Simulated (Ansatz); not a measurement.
One change: `[CH3][Ge]([CH3])([Cl])[SeH]` becomes `[CH3][GeH]([CH3])[Cl]`.

Ansatz, PBE0-D4/def2-TZVP geometries, multiplicity 1. Each molecule was computed in one conformer, which needn't be the lowest.

Scalar relativity is left out up to krypton.

| property | `[CH3][Ge]([CH3])([Cl])[SeH]` |
| --- | --- |
| HOMO energy (PBE0/def2-TZVPP) / eV | -7.07 |
| size of the dipole moment (PBE/def2-TZVPP) / D | 2.46 |
| HOMO–LUMO gap (B3LYP/def2-TZVPP) / eV | 6.26 |
| HOMO–LUMO gap (ωB97M-V/def2-TZVPP) / eV | 10.86 |
| LUMO energy (B3LYP/def2-TZVPP) / eV | -0.57 |
| HOMO–LUMO gap (PBE/def2-TZVPP) / eV | 4.70 |

(1) Give the same properties after the change, and the shifts. (Best estimate.)

## Answers

(1) The calculation gave: 
```tsv
property	`[CH3][GeH]([CH3])[Cl]`	shift
HOMO energy (PBE0/def2-TZVPP) / eV	-8.27	-1.20
size of the dipole moment (PBE/def2-TZVPP) / D	2.60	0.14
HOMO–LUMO gap (B3LYP/def2-TZVPP) / eV	8.32	2.06
HOMO–LUMO gap (ωB97M-V/def2-TZVPP) / eV	12.89	2.03
LUMO energy (B3LYP/def2-TZVPP) / eV	0.30	0.87
HOMO–LUMO gap (PBE/def2-TZVPP) / eV	6.55	1.85
```

With PBE0 the HOMO falls by 1.20 eV and the LUMO rises by 0.87 eV, so the gap widens by about 2.07 eV. PBE moves the HOMO by -1.04 eV and ωB97M-V by -1.26 eV. Dipoles are sizes alone; their direction can turn.

B3LYP here is the variant with VWN-RPA as its local correlation; programs differ in this.

Spin–orbit coupling is left out; it splits and shifts lone-pair levels of the heavy atoms by tenths of an eV.
